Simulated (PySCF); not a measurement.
Species: C₄H₉FOSi.
SMILES with atom numbers: `[CH3:1][C@@H:2]1[CH2:3][C@H:4]([F:5])[SiH2:6][O:7]1` (hydrogens: H8, H9, H10 on C1; H11 on C2; H12, H13 on C3; H14 on C4; H15, H16 on Si6)

The same species was optimised twice, with GFN2-xTB and with PBE0-D3(BJ)/def2-SVP (PySCF), and the same property calculations (PySCF, gas phase) were run on both structures.

```csv
coordinate,GFN2-xTB,PBE0-D3(BJ)/def2-SVP,change
Si6–O7 (Å),1.628,1.678,+0.050
C4–Si6 (Å),1.926,1.913,-0.013
C1–C2 (Å),1.521,1.511,-0.010
C2–O7 (Å),1.420,1.427,+0.007
C4–F5 (Å),1.387,1.380,-0.007
C3–C4 (Å),1.526,1.525,-0.001
C2–C3 (Å),1.532,1.532,0.000
C2–O7–Si6 (°),116.7,113.1,-3.6
C4–Si6–O7 (°),93.4,94.8,+1.4
C3–C4–F5 (°),110.2,111.7,+1.5
C3–C4–Si6 (°),101.9,100.5,-1.4
C1–C2–C3 (°),112.6,113.8,+1.2
C3–C2–O7 (°),109.0,108.1,-0.9
C2–C3–C4 (°),107.6,108.2,+0.6
F5–C4–Si6 (°),115.0,115.3,+0.3
```

Rotational constants: A = 3357, B = 1775, C = 1270 MHz (GFN2-xTB) against A = 3428, B = 1731, C = 1245 MHz (PBE0-D3(BJ)/def2-SVP). Point groups within 0.08 Å: C1 and C1.

On the GFN2-xTB structure: lowest singlet, TDDFT (eV) 6.59 [B3LYP/def2-SVPD]; lowest triplet, Tamm–Dancoff (eV) 6.18 [B3LYP/def2-SVPD]; isotropic polarisability (au) 74.9 [B3LYP/def2-SVPD]; HOMO (eV) -7.84 [B3LYP/def2-SVPD]; LUMO (eV) -0.19 [B3LYP/def2-SVPD]; dipole (D) 1.52 [B3LYP/def2-SVPD]; HOMO (eV) -7.98 [PBE0/pcSseg-1]; LUMO (eV) 0.29 [PBE0/pcSseg-1]; dipole (D) 1.43 [PBE0/pcSseg-1]; GIAO shielding of C1 (ppm) 160.3 [PBE0/pcSseg-1]; GIAO shielding of C2 (ppm) 110.9 [PBE0/pcSseg-1]; GIAO shielding of C3 (ppm) 141.1 [PBE0/pcSseg-1]; GIAO shielding of C4 (ppm) 93.3 [PBE0/pcSseg-1]; GIAO shielding of F5 (ppm) 431.4 [PBE0/pcSseg-1]; GIAO shielding of Si6 (ppm) 360.2 [PBE0/pcSseg-1]; GIAO shielding of O7 (ppm) 281.4 [PBE0/pcSseg-1].

Question: What do these properties become on the PBE0-D3(BJ)/def2-SVP structure?

Answer: 
```csv
property,level,on GFN2-xTB,on PBE0-D3(BJ)/def2-SVP,change
"lowest singlet, TDDFT (eV)",B3LYP/def2-SVPD,6.59,6.54,-0.05
"lowest triplet, Tamm–Dancoff (eV)",B3LYP/def2-SVPD,6.18,6.26,+0.08
isotropic polarisability (au),B3LYP/def2-SVPD,74.9,76.6,+1.7
HOMO (eV),B3LYP/def2-SVPD,-7.84,-7.87,-0.03
LUMO (eV),B3LYP/def2-SVPD,-0.19,-0.24,-0.05
dipole (D),B3LYP/def2-SVPD,1.52,1.63,+0.11
"energy, GFN2-xTB geometry as zero (kcal/mol)",B3LYP/def2-SVPD,0.0,-2.8,-2.8
HOMO (eV),PBE0/pcSseg-1,-7.98,-8.05,-0.07
LUMO (eV),PBE0/pcSseg-1,0.29,0.24,-0.05
dipole (D),PBE0/pcSseg-1,1.43,1.58,+0.15
"energy, GFN2-xTB geometry as zero (kcal/mol)",PBE0/pcSseg-1,0.0,-2.3,-2.3
GIAO shielding of C1 (ppm),PBE0/pcSseg-1,160.3,159.5,-0.8
GIAO shielding of C2 (ppm),PBE0/pcSseg-1,110.9,111.7,+0.8
GIAO shielding of C3 (ppm),PBE0/pcSseg-1,141.1,139.1,-2.0
GIAO shielding of C4 (ppm),PBE0/pcSseg-1,93.3,96.0,+2.7
GIAO shielding of F5 (ppm),PBE0/pcSseg-1,431.4,433.7,+2.3
GIAO shielding of Si6 (ppm),PBE0/pcSseg-1,360.2,354.1,-6.1
GIAO shielding of O7 (ppm),PBE0/pcSseg-1,281.4,271.2,-10.2
```

The heavy atoms differ by 0.066 Å rms after alignment. Among bonds between heavy atoms Si6–O7 changes most (+0.050 Å). Changes are differences of the printed values. Neither structure is proved a minimum here.
